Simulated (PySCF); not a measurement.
## Correlation energy of Ru⁺ (ruthenium, charge +1)

[Kr] 4d6 5p1, one real determinant (an excited configuration). Computed with PySCF 2.14 in ANO-RCC-VTZP, with scalar relativity by spin-free X2C-1e. Frozen: [Ar] 3d10; 15 electrons correlated.

MP2 pair energies summed by pair of shells (mhartree):

```csv
pair,energy,share (%)
4p-4d,-165.60,39.2
4d-4d,-105.61,25.0
4p-4p,-68.93,16.3
4s-4p,-30.16,7.1
4s-4d,-23.36,5.5
4d-5p,-16.51,3.9
4p-5p,-6.98,1.7
4s-4s,-4.46,1.1
4s-5p,-0.51,0.1
```

Total MP2 correlation energy: -422.12 mhartree.

Same-spin part -148.07 and opposite-spin part -274.05 mhartree; SCS-MP2 scales them by 1/3 and 6/5 to -378.21 mhartree.

The basis was made for the ground configuration and has no added diffuse functions, which can raise the energy of the promoted electron.

The reference is one real determinant that mixes LS terms of this configuration.
